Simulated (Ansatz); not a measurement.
The cluster Al8Si2⁻ was relaxed with PBE-D4 (def2-SVP) in Ansatz in these states: charge -1 doublet, charge -1 quartet. The geometries follow in no particular order.

A:

```xyz
10

Al   -2.0820    0.1216    1.4462
Al   -0.1652    1.9368    1.2568
Al    0.4949   -0.6734    0.6627
Al   -1.4889    0.8851   -0.9643
Al    2.3565    1.3057    0.9311
Al   -1.5732   -1.8726   -0.6367
Al    0.9468    1.7490   -1.3407
Al    0.3371   -0.8757   -2.1532
Si   -1.3243   -2.2100    1.7745
Si    2.4983   -0.3666   -0.9764
```

B:

Cartesian coordinates in Å:
```
Al -0.9529 0.8647 2.1710
Al -1.3751 1.7563 -0.2487
Al 1.0180 0.5102 0.1439
Al -1.6987 -1.0183 0.5249
Al 0.3921 1.9719 -2.1821
Al 0.3697 -1.7386 1.9184
Al -1.1740 -0.3314 -1.9233
Al 0.5621 -2.0358 -0.7055
Si 1.4516 0.3656 2.6420
Si 1.4074 -0.3446 -2.3407
```

Judge from the bond lengths which geometry belongs to which state (an estimate).

A is the charge -1 quartet (Al4–Al6 2.778 Å, Al2–Al7 2.832 Å, Al2–Al4 2.791 Å); B is the charge -1 doublet (Al4–Al6 2.596 Å, Al2–Al7 2.684 Å, Al2–Al4 2.899 Å).

At PBE0-D4/def2-SVP a doublet lies 0.60 eV below the charge -1 quartet. These are the stationary points nearest to one start from a short search; other shapes may lie lower in each state.
